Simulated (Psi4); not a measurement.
HIn, charge -1, doublet, geometry from GFN2-xTB (such geometries of metal compounds can be far from the true shape) (a state made from the parent by changing its charge; the spin is typed, not shown lowest) (core potentials on In) (a gas-phase anion, which may not be bound at this level), atoms displaced at random by about 0.08 Å a coordinate; HF/def2-TZVP, gradient (Psi4).

Input for Psi4:
```
memory 2 GB

molecule mol {
-1 2
  In   -0.063514   -0.029202   -0.134380
  H    -0.077242    0.057136    1.788487
symmetry c1
no_reorient
no_com
}

set basis def2-tzvp
set reference uhf

gradient('scf')
print_variables()
```

Problem. What does Psi4 print? Leave out banner, timings and long lists.

Solution. 
```
gradient() will perform analytic gradient computation.

   => Loading Basis Set <=

    Name: DEF2-TZVP
    Role: ORBITAL
    Keyword: BASIS

    !!!  WARNING: ECP capability is in beta. Please check occupations closely.  !!!

         ---------------------------------------------------------
                                   SCF
               by Justin Turney, Rob Parrish, Andy Simmonett
                          and Daniel G. A. Smith
                              UHF Reference
         ---------------------------------------------------------

  ==> Geometry <==

    Molecular point group: c1
    Full point group: C1

    Geometry (in Angstrom), charge = -1, multiplicity = 2:

       Center              X                  Y                   Z               Mass
    ------------   -----------------  -----------------  -----------------  -----------------
         IN          -0.063514000000    -0.029202000000    -0.134380000000   114.903878776000
         H           -0.077242000000     0.057136000000     1.788487000000     1.007825032230

  Running in c1 symmetry.

  Rotational constants: A =     46.07367  B =      3.06303  C =      2.87209 [cm^-1]
  Rotational constants: A = 1381254.00293  B =  91827.36373  C =  86103.12818 [MHz]
  Nuclear repulsion =    5.773282281808002

  Charge       = -1
  Multiplicity = 2
  Electrons    = 23
  Nalpha       = 12
  Nbeta        = 11

  ==> Algorithm <==

  SCF Algorithm Type is DF.
  DIIS enabled.
  MOM disabled.
  Fractional occupation disabled.
  Guess Type is SAD.
  Energy threshold   = 1.00e-08
  Density threshold  = 1.00e-08
  Integral threshold = 1.00e-12

  ==> Primary Basis <==

  Basis Set: DEF2-TZVP
    Blend: DEF2-TZVP
    Number of shells: 20
    Number of basis functions: 56
    Number of Cartesian functions: 65
    Spherical Harmonics?: true
    Max angular momentum: 3

  Core potential: DEF2-TZVP
    Number of shells: 4
    Number of ECP primitives: 18
    Number of ECP core electrons: 28
    Max angular momentum: 3

   => Loading Basis Set <=

    Name: (DEF2-TZVP AUX)
    Role: JKFIT
    Keyword: DF_BASIS_SCF

  ==> Integral Setup <==

  SCF_SUBTYPE=INCORE selected. In-core MEM_DF algorithm will be used.
  Using in-core AOs.

  ==> MemDFJK: Density-Fitted J/K Matrices <==

    J tasked:                   Yes
    K tasked:                   Yes
    wK tasked:                   No
    Algorithm:                 Core
    Schwarz Cutoff:           1E-12
    Mask sparsity (%):       0.0000
    Fitting Condition:        1E-10

   => Auxiliary Basis Set <=

  Basis Set: (DEF2-TZVP AUX)
    Blend: DEF2-UNIVERSAL-JKFIT
    Number of shells: 52
    Number of basis functions: 236
    Number of Cartesian functions: 329
    Spherical Harmonics?: true
    Max angular momentum: 5

  Minimum eigenvalue in the overlap matrix is 2.9190955523E-03.
  Reciprocal condition number of the overlap matrix is 7.4427928818E-04.
    Using symmetric orthogonalization.

  ==> Pre-Iterations <==

  SCF Guess: Superposition of Atomic Densities via on-the-fly atomic UHF (no occupation information).

   -------------------------
    Irrep   Nso     Nmo
   -------------------------
     A         56      56
   -------------------------
    Total      56      56
   -------------------------

  ==> Iterations <==

                           Total Energy        Delta E     RMS |[F,P]|

   @DF-UHF iter SAD:  -188.65158992404452   -1.88652e+02   0.00000e+00
   @DF-UHF iter   1:  -189.65741141073158   -1.00582e+00   7.43907e-03 ADIIS/DIIS
   @DF-UHF iter   2:  -189.75076764716755   -9.33562e-02   4.38743e-03 ADIIS/DIIS
   @DF-UHF iter   3:  -189.76807586877314   -1.73082e-02   3.63113e-04 ADIIS/DIIS
   @DF-UHF iter   4:  -189.76894602355935   -8.70155e-04   1.29555e-04 ADIIS/DIIS
   @DF-UHF iter   5:  -189.76912559126370   -1.79568e-04   4.80829e-05 DIIS
   @DF-UHF iter   6:  -189.76915815230905   -3.25610e-05   1.89461e-05 DIIS
   @DF-UHF iter   7:  -189.76916246872500   -4.31642e-06   7.81659e-06 DIIS
   @DF-UHF iter   8:  -189.76916325719256   -7.88468e-07   1.94824e-06 DIIS
   @DF-UHF iter   9:  -189.76916330575173   -4.85592e-08   6.92141e-07 DIIS
   @DF-UHF iter  10:  -189.76916331283257   -7.08084e-09   3.87631e-07 DIIS
   @DF-UHF iter  11:  -189.76916331560966   -2.77709e-09   2.18518e-07 DIIS
   @DF-UHF iter  12:  -189.76916331641084   -8.01180e-10   1.26495e-07 DIIS
   @DF-UHF iter  13:  -189.76916331669293   -2.82085e-10   4.73019e-08 DIIS
   @DF-UHF iter  14:  -189.76916331672527   -3.23439e-11   1.99306e-08 DIIS
   @DF-UHF iter  15:  -189.76916331673189   -6.62226e-12   1.50783e-08 DIIS
   @DF-UHF iter  16:  -189.76916331673721   -5.31486e-12   1.42198e-08 DIIS
   @DF-UHF iter  17:  -189.76916331675216   -1.49498e-11   1.22128e-08 DIIS
   @DF-UHF iter  18:  -189.76916331677984   -2.76827e-11   7.66695e-09 DIIS
  Energy and wave function converged.

  ==> Post-Iterations <==

   @Spin Contamination Metric:   1.471087491E-02
   @S^2 Expected:                7.500000000E-01
   @S^2 Observed:                7.647108749E-01
   @S   Expected:                5.000000000E-01
   @S   Observed:                5.000000000E-01

    Orbital Energies [Eh]
    ---------------------

    Alpha Occupied:

[...]
    Alpha Virtual:

[...]
    Beta Occupied:

[...]
    Beta Virtual:

[...]
    Final Occupation by Irrep:
              A
    DOCC [    11 ]
    SOCC [     1 ]
    NA   [    12 ]
    NB   [    11 ]

  @DF-UHF Final Energy:  -189.76916331677984

   => Energetics <=

    Nuclear Repulsion Energy =              5.7732822818080018
    One-Electron Energy =                -351.6292732997081316
    Two-Electron Energy =                 156.0868277011202849
    Total Energy =                       -189.7691633167798386

  UHF NO Occupations:
  HONO-2 :   10  A 1.9996882
  HONO-1 :   11  A 1.9930168
  HONO-0 :   12  A 1.0000000
  LUNO+0 :   13  A 0.0069832
  LUNO+1 :   14  A 0.0003118
  LUNO+2 :   15  A 0.0000372
  LUNO+3 :   16  A 0.0000369

Computation Completed

Properties will be evaluated at   0.000000,   0.000000,   0.000000 [a0]

Properties computed using the SCF density matrix

 Multipole Moments:

 ------------------------------------------------------------------------------------
     Multipole            Electronic (a.u.)      Nuclear  (a.u.)        Total (a.u.)
 ------------------------------------------------------------------------------------

 L = 1.  Multiply by 2.5417464519 to convert [e a0] to [Debye]
 Dipole X            :          2.7896799           -2.6664716            0.1232083
 Dipole Y            :          1.0860376           -1.0508880            0.0351496
 Dipole Z            :          1.7607919           -1.9530187           -0.1922269
 Magnitude           :                                                    0.2310129

 ------------------------------------------------------------------------------------

         ------------------------------------------------------------
                                   SCF GRAD
                          Rob Parrish, Justin Turney,
                       Andy Simmonett, and Alex Sokolov
         ------------------------------------------------------------

  ==> Geometry <==

    Molecular point group: c1
    Full point group: C1

    Geometry (in Angstrom), charge = -1, multiplicity = 2:

       Center              X                  Y                   Z               Mass
    ------------   -----------------  -----------------  -----------------  -----------------
         IN          -0.063514000000    -0.029202000000    -0.134380000000   114.903878776000
         H           -0.077242000000     0.057136000000     1.788487000000     1.007825032230

  Nuclear repulsion =    5.773282281808002

  ==> Basis Set <==

  Basis Set: DEF2-TZVP
    Blend: DEF2-TZVP
    Number of shells: 20
    Number of basis functions: 56
    Number of Cartesian functions: 65
    Spherical Harmonics?: true
    Max angular momentum: 3

  Core potential: DEF2-TZVP
    Number of shells: 4
    Number of ECP primitives: 18
    Number of ECP core electrons: 28
    Max angular momentum: 3

  ==> DFJKGrad: Density-Fitted SCF Gradients <==

    Gradient:                    1
    J tasked:                  Yes
    K tasked:                  Yes
    wK tasked:                  No
    Integrals threads:           1
    Schwarz Cutoff:          1E-12
    Fitting Condition:       1E-10

   => Auxiliary Basis Set <=

  Basis Set: (DEF2-TZVP AUX)
    Blend: DEF2-UNIVERSAL-JKFIT
    Number of shells: 52
    Number of basis functions: 236
    Number of Cartesian functions: 329
    Spherical Harmonics?: true
    Max angular momentum: 5

  -Total Gradient:
     Atom            X                  Y                   Z
    ------   -----------------  -----------------  -----------------
       1        0.000023581696    -0.000148372569    -0.003304500410
       2       -0.000023581696     0.000148372569     0.003304500410

  Variable Map:
  ----------------------------------------------------------------------------
[...]
  Array Variable Map:
  ----------------------------------------------------------------------------
[...]
[...]
```
